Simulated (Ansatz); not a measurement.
Gas-phase electronic energies from Ansatz, PBE0-D4/def2-TZVP geometries. CCSD(T)/CBS adds triple-zeta CCSD(T) − MP2 to the extrapolated MP2 energy (def2 sets, frozen cores). DFT in def2-TZVPP. B3LYP here is the variant with VWN-RPA as its local correlation; programs differ in this. For Ge outer-core shells are correlated without core-valence functions, which leaves a few kJ/mol of doubt a bond. Scalar relativity is left out up to krypton. One conformer a species, not always the lowest.

Reaction (cleavage of the Si–Ge bond): `N[SiH2][GeH2][NH2]` + `O[SiH2][SiH3]` → `N[SiH2]O[SiH2][SiH3]` + `[NH2][GeH3]`

**Question.** Is it downhill or uphill in electronic energy at CCSD(T)/CBS, and by how much? (Estimate.)

**Answer.** Ansatz gave: Downhill: ΔE = -1.30 eV.

**Question.** What do these levels give: r2SCAN-D4, ωB97X-V, ωB97M-V, PBE, B3LYP, MP2/def2-QZVPP? (Best estimate.)

**Answer.** The calculation gave: r2SCAN-D4 -1.26, ωB97X-V -1.31, ωB97M-V -1.34, PBE -1.02, B3LYP -1.25, MP2/def2-QZVPP -1.36 eV.

Largest T1 diagnostic among the species: 0.012.

From PBE to PBE0 (25 % exact exchange), in def2-TZVPP and without D4, ΔE moves by −0.11 eV. The D4 term adds −0.07 eV with B3LYP and −0.04 eV with PBE0; it sums over pairs of atoms, weighted by their polarisabilities, and B3LYP, whose exchange is more repulsive, gets the larger term.
